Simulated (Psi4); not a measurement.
CrO₄ (SMILES [O]=[Cr-2](=[O])(=[O])=[O]), charge -2, singlet, at a GFN2-xTB geometry (such geometries of metal compounds can be far from the true shape) (a gas-phase anion, which may not be bound at this level); Psi4 1.11 with B97M-V/STO-3G.

The Psi4 input:
```
memory 2 GB

molecule {
-2 1
  Cr    0.00000000    0.00000000   -0.00000000
  O     1.11911804    0.63621091   -1.00629935
  O     0.74912909   -0.80537194    1.20830855
  O    -0.95622851   -1.03167988   -0.83131917
  O    -0.91201863    1.20084091    0.62930997
}

set basis sto-3g

energy('b97m-v')
print_variables()
```

It wrote (shortened):

```
   => Loading Basis Set <=

    Name: STO-3G
    Role: ORBITAL
    Keyword: BASIS

         ---------------------------------------------------------
                                   SCF
               by Justin Turney, Rob Parrish, Andy Simmonett
                          and Daniel G. A. Smith
                              RKS Reference
         ---------------------------------------------------------

  ==> Geometry <==

    Molecular point group: c1
    Full point group: Td

    Geometry (in Angstrom), charge = -2, multiplicity = 1:

       Center              X                  Y                   Z               Mass
    ------------   -----------------  -----------------  -----------------  -----------------
         CR           0.000000001380     0.000000000000     0.000000000000    51.940506230000
         O            1.119118041380     0.636210910000    -1.006299350000    15.994914619570
         O            0.749129091380    -0.805371940000     1.208308550000    15.994914619570
         O           -0.956228508620    -1.031679880000    -0.831319170000    15.994914619570
         O           -0.912018628620     1.200840910000     0.629309970000    15.994914619570

  Running in c1 symmetry.

  Rotational constants: A =      0.14803  B =      0.14803  C =      0.14803 [cm^-1]
  Rotational constants: A =   4437.95889  B =   4437.95887  C =   4437.95886 [MHz]
  Nuclear repulsion =  324.882124166724680

  Charge       = -2
  Multiplicity = 1
  Electrons    = 58
  Nalpha       = 29
  Nbeta        = 29

  ==> Algorithm <==

  SCF Algorithm Type is DF.
  DIIS enabled.
  MOM disabled.
  Fractional occupation disabled.
  Guess Type is SAD.
  Energy threshold   = 1.00e-06
  Density threshold  = 1.00e-06
  Integral threshold = 1.00e-12

  ==> Primary Basis <==

  Basis Set: STO-3G
    Blend: STO-3G
    Number of shells: 20
    Number of basis functions: 38
    Number of Cartesian functions: 39
    Spherical Harmonics?: true
    Max angular momentum: 2

  ==> DFT Potential <==

   => LibXC <=

    Version 7.1.2
    S. Lehtola, C. Steigemann, M. J. T. Oliveira, and M. A. L. Marques,  SoftwareX 7, 1–5 (2018) (10.1016/j.softx.2017.11.002)

   => Composite Functional: B97M-V <=

    B97M-V GGA Exchange-Correlation Functional

    N. Mardirossian and M. Head-Gordon,  J. Chem. Phys. 142, 074111 (2015) (10.1063/1.4907719)

    Deriv               =              1
    GGA                 =           TRUE
    Meta                =           TRUE

    Exchange Hybrid     =          FALSE
    MP2 Hybrid          =          FALSE

   => Exchange-Correlation Functionals <=

    1.0000   B97M-V exchange-correlation functional

   => LibXC Density Thresholds  <==

    XC_MGGA_XC_B97M_V:  1.00E-15

   => VV10 Non-Local Parameters <=

    VV10 B              =     6.0000E+00
    VV10 C              =     1.0000E-02

   => Molecular Quadrature <=

    Radial Scheme          =       TREUTLER
    Pruning Scheme         =           NONE
    Nuclear Scheme         =       TREUTLER

    Blocking Scheme        =         OCTREE
    BS radius alpha        =              1
    Pruning alpha          =              1
    Radial Points          =             75
    Spherical Points       =            302
    Total Points           =         105820
    Total Blocks           =            848
    Max Points             =            256
    Max Functions          =             35
    Weights Tolerance      =       1.00E-15

   => Loading Basis Set <=

    Name: (STO-3G AUX)
    Role: JKFIT
    Keyword: DF_BASIS_SCF

  ==> Integral Setup <==

  SCF_SUBTYPE=INCORE selected. In-core MEM_DF algorithm will be used.
  Using in-core AOs.

  ==> MemDFJK: Density-Fitted J/K Matrices <==

    J tasked:                   Yes
    K tasked:                    No
    wK tasked:                   No
    Algorithm:                 Core
    Schwarz Cutoff:           1E-12
    Mask sparsity (%):       3.6011
    Fitting Condition:        1E-10

   => Auxiliary Basis Set <=

  Basis Set: (STO-3G AUX)
    Blend: DEF2-UNIVERSAL-JKFIT
    Number of shells: 158
    Number of basis functions: 572
    Number of Cartesian functions: 749
    Spherical Harmonics?: true
    Max angular momentum: 6

  Minimum eigenvalue in the overlap matrix is 2.6612085158E-01.
  Reciprocal condition number of the overlap matrix is 1.3692731694E-01.
    Using symmetric orthogonalization.

  ==> Pre-Iterations <==

  SCF Guess: Superposition of Atomic Densities via on-the-fly atomic UHF (no occupation information).

   -------------------------
    Irrep   Nso     Nmo
   -------------------------
     A         38      38
   -------------------------
    Total      38      38
   -------------------------

  ==> Iterations <==

                           Total Energy        Delta E     RMS |[F,P]|

   @DF-RKS iter SAD: -1328.24427815890954   -1.32824e+03   0.00000e+00
   @DF-RKS iter   1: -1329.24513260343247   -1.00085e+00   3.12632e-02 DIIS/ADIIS
   @DF-RKS iter   2: -1318.14800490616449    1.10971e+01   9.71647e-02 DIIS/ADIIS
   @DF-RKS iter   3: -1327.94567303270901   -9.79767e+00   6.21505e-02 DIIS/ADIIS
   @DF-RKS iter   4: -1329.87485499102399   -1.92918e+00   7.92712e-03 DIIS/ADIIS
   @DF-RKS iter   5: -1329.90790557869673   -3.30506e-02   7.23196e-04 DIIS/ADIIS
   @DF-RKS iter   6: -1329.90779051829008    1.15060e-04   8.34840e-04 DIIS/ADIIS
   @DF-RKS iter   7: -1329.90830142183313   -5.10904e-04   1.36496e-04 DIIS/ADIIS
   @DF-RKS iter   8: -1329.90831133837173   -9.91654e-06   1.57798e-05 DIIS
   @DF-RKS iter   9: -1329.90831136654083   -2.81691e-08   1.65811e-05 DIIS
   @DF-RKS iter  10: -1329.90831151799102   -1.51450e-07   5.18808e-07 DIIS
  Energy and wave function converged.

  ==> Post-Iterations <==

   Electrons on quadrature grid:
      Ntotal   =   57.9999617696 ; deviation = -3.823e-05

    Orbital Energies [Eh]
    ---------------------

    Doubly Occupied:

       1A   -213.399616     2A    -24.004183     3A    -20.607122
       4A    -20.607121     5A    -20.607120     6A    -18.130516
       7A    -18.130081     8A    -18.130072     9A    -18.130045
      10A     -2.407659    11A     -1.349149    12A     -1.349146
      13A     -1.349142    14A     -0.237615    15A     -0.213978
      16A     -0.213977    17A     -0.213967    18A      0.350803
      19A      0.350810    20A      0.350838    21A      0.390915
      22A      0.390922    23A      0.393940    24A      0.409076
      25A      0.409095    26A      0.409107    27A      0.484478
      28A      0.484493    29A      0.484507

    Virtual:

      30A      0.663468    31A      0.663477    32A      0.729215
      33A      0.729224    34A      0.729229    35A      0.901443
      36A      1.111669    37A      1.111695    38A      1.111700

    Final Occupation by Irrep:
              A
    DOCC [    29 ]
    NA   [    29 ]
    NB   [    29 ]

  @DF-RKS Final Energy: -1329.90831151799102

   => Energetics <=

    Nuclear Repulsion Energy =            324.8821241667246795
    One-Electron Energy =               -2512.5740105086924814
    Two-Electron Energy =                 941.6320073483304895
    DFT Exchange-Correlation Energy =     -84.0850594097017563
    Empirical Dispersion Energy =           0.0000000000000000
    VV10 Nonlocal Energy =                  0.2366268853478918
    Total Energy =                      -1329.9083115179910237

Computation Completed

Properties will be evaluated at   0.000000,   0.000000,   0.000000 [a0]

Properties computed using the SCF density matrix

 Multipole Moments:

 ------------------------------------------------------------------------------------
     Multipole            Electronic (a.u.)      Nuclear  (a.u.)        Total (a.u.)
 ------------------------------------------------------------------------------------

 L = 1.  Multiply by 2.5417464519 to convert [e a0] to [Debye]
 Dipole X            :          0.0000321           -0.0000000            0.0000321
 Dipole Y            :         -0.0000520            0.0000000           -0.0000520
 Dipole Z            :         -0.0000071            0.0000000           -0.0000071
 Magnitude           :                                                    0.0000616

 ------------------------------------------------------------------------------------

  Variable Map:
  ----------------------------------------------------------------------------
  "CURRENT ENERGY"              =>   -1329.908311517991
  "CURRENT REFERENCE ENERGY"    =>   -1329.908311517991
  "DD SOLVATION ENERGY"         =>       0.000000000000
  "DFT FUNCTIONAL TOTAL ENERGY" =>   -1329.908311517991
  "DFT TOTAL ENERGY"            =>   -1329.908311517991
  "DFT VV10 ENERGY"             =>       0.236626885348
  "DFT XC ENERGY"               =>     -84.085059409702
  "GRID ELECTRONS ALPHA"        =>      28.999980884798
  "GRID ELECTRONS BETA"         =>      28.999980884798
  "GRID ELECTRONS TOTAL"        =>      57.999961769597
  "NUCLEAR REPULSION ENERGY"    =>     324.882124166725
  "ONE-ELECTRON ENERGY"         =>   -2512.574010508692
  "PCM POLARIZATION ENERGY"     =>       0.000000000000
  "PE ENERGY"                   =>       0.000000000000
  "SCF ITERATION ENERGY"        =>   -1329.908311517991
  "SCF ITERATIONS"              =>      10.000000000000
  "SCF TOTAL ENERGY"            =>   -1329.908311517991
  "TWO-ELECTRON ENERGY"         =>     941.632007348330
  "XC GRID RADIAL POINTS"       =>      75.000000000000
  "XC GRID SPHERICAL POINTS"    =>     302.000000000000
  "XC GRID TOTAL POINTS"        =>  105820.000000000000

  Array Variable Map:
  ----------------------------------------------------------------------------
  "CURRENT DIPOLE"              =>       0.000032133803 ... -0.000007133412 1 by 3
  "SCF DIPOLE"                  =>       0.000032133803 ... -0.000007133412 1 by 3
  "SCF TOTAL ENERGIES"          =>   -1328.244278158910 ... -1329.908311517991 1 by 11
```
